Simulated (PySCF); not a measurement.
F₂H₃NOSi. Atoms are numbered in the order given.

```xyz
8

N      1.6887     0.0433     0.0090
Si     0.0064     0.0080     0.0055
O     -0.5601     1.5415    -0.0914
F     -0.4782    -0.7763     1.3278
F     -0.6863    -0.8273    -1.1972
H      2.2259     0.7153    -0.5243
H      2.2555    -0.6806     0.4326
H     -1.4307     1.6514    -0.4912
```
Charge 0, spin multiplicity 1.

Geometry: r2SCAN-D4/def2-SVP. The values are those of a single conformer.

All values below come from PBE0/def2-TZVP (PySCF).

Atomic charges (e):

| atom | Löwdin | Mulliken | IAO |
|---|---|---|---|
| N1 | -0.21 | -0.62 | -0.89 |
| Si2 | -0.25 | 0.92 | 1.80 |
| O3 | -0.09 | -0.51 | -0.80 |
| F4 | 0.01 | -0.31 | -0.54 |
| F5 | 0.00 | -0.32 | -0.54 |
| H6 | 0.17 | 0.26 | 0.30 |
| H7 | 0.17 | 0.26 | 0.29 |
| H8 | 0.19 | 0.34 | 0.38 |

Computed Mayer and Wiberg (Löwdin basis) orders of the bonds:
```
bond    Mayer  Wiberg
------  -----  ------
N1–Si2   1.23    1.58
Si2–O3   1.24    1.69
Si2–F4   1.11    1.68
Si2–F5   1.09    1.66
N1–H6    0.91    0.94
N1–H7    0.91    0.95
O3–H8    0.87    1.01
```
